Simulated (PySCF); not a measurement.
CH3BrSi, neutral, multiplicity 1.

```xyz
6

Si     0.8369     1.0840     0.0000
Br    -0.1104    -0.9952     0.0000
C     -0.7610     2.1172     0.0000
H     -0.5351     3.1941     0.0000
H     -1.3753     1.8795    -0.8845
H     -1.3753     1.8795     0.8845
```

Geometry optimised at PBE-D3(BJ)/def2-TZVP.

Level of theory: PBE0/pcSseg-2 (PySCF). Non-relativistic, no solvent.

Computed absolute GIAO shielding of each atom: isotropic value and principal components (ppm):
| atom | σ(iso) | σ11 | σ22 | σ33 | span |
|---|---|---|---|---|---|
| Si1 | -288.4 | -1170.2 | 91.0 | 213.8 | 1384.0 |
| Br2 | 1526.8 | 102.8 | 1930.3 | 2547.3 | 2444.5 |
| C3 | 138.4 | 83.5 | 152.3 | 179.3 | 95.8 |
| H4 | 28.4 | 27.2 | 27.2 | 30.7 | 3.5 |
| H5 | 30.1 | 25.9 | 30.6 | 33.8 | 7.9 |
| H6 | 30.1 | 25.9 | 30.6 | 33.8 | 7.9 |
